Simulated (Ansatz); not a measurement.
Several solutions for singlet CoH

```xyz
2

Co    0.0000    0.0000    0.0000
H     0.0000    0.0000    1.5300
```

Basis set: def2-SVP (spherical functions). Charge 0, multiplicity 1.

UHF was run from several starts with Ansatz (development build ahead of 0.2.0).

```tsv
run	program	start	converged	energy (hartree)	<S²>
A	Ansatz	atomic start, no search	yes	-1381.55044	0.00
B	Ansatz	stability test followed	yes	-1381.67163	1.93
C	Ansatz	search for the lowest state	yes	-1381.67163	1.93
```

Which runs reached the lowest solution of this kind, and what is wrong with the others?

B, C reached the lowest solution found. Converged but too high: A by 3.30 eV. Convergence only shows a stationary point, and even a stable one can lie too high; stability tests and further starts are what find lower ones. Caution: another spin multiplicity may lie lower. Caution: the unrestricted determinant is a mixture of spin states.
